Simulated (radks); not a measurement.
Spherical quantum dot in the effective-mass picture: electrons in a parabolic well V = omega^2 r^2 / 2 with omega = 0.156, with a point charge +1 (a donor) at the centre, all in effective atomic units (hartree* = m*/eps^2 hartree, bohr* = eps/m* bohr), one dielectric constant everywhere. Method: non-relativistic Kohn-Sham, LDA (Slater exchange, Perdew-Wang correlation), spin-polarised, spherical densities; computed with a radial shooting solver with Libxc functionals. Levels are named by radial order and angular momentum (1s, 1p, 1d, 2s, ...), and open shells are averaged over m. At N = 7 the configuration is 1s2 1p(up 3, down 2). Does electron 8 go into 2s up or 1p down or 2s down?

Answer. Into 1p down. The total energies of the other choices lie higher by 0.00904 hartree* (2s up), 0.0146 hartree* (2s down).
